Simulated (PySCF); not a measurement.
Excitations are Tamm–Dancoff values on a coarser integration grid. The basis has no diffuse functions, so Rydberg states are missing or too high.

Cartesian coordinates (Å):
SMILES: [SiH3][Si@@H]1C[SiH2]1
```xyz
12

Si     2.1230     0.3797    -0.4201
Si     0.2276    -0.7894     0.2300
C     -1.3946    -0.3070    -0.6562
Si    -1.5287     0.2996     1.1279
H      3.1604     0.3416     0.6443
H      2.7091    -0.1648    -1.6753
H      1.7202     1.7925    -0.6558
H      0.3818    -2.2448     0.4813
H     -1.3263     0.4448    -1.4391
H     -2.0456    -1.1275    -0.9494
H     -2.5225    -0.3916     1.9820
H     -1.5054     1.7672     1.3292
```
Charge 0, multiplicity 1.

**Question.** Give the LUMO, brightest of the four lowest singlets (TDA) and S1–T1 gap (TDA) at the level PySCF 2.14.0 with PBE-D3(BJ)/def2-TZVP // PBE0-D3(BJ)/def2-TZVP.

**Answer.** 
The LUMO comes out as -1.29 eV, the brightest of the four lowest singlets (TDA) is 5.14 eV and the S1–T1 gap (TDA) is 0.97 eV.
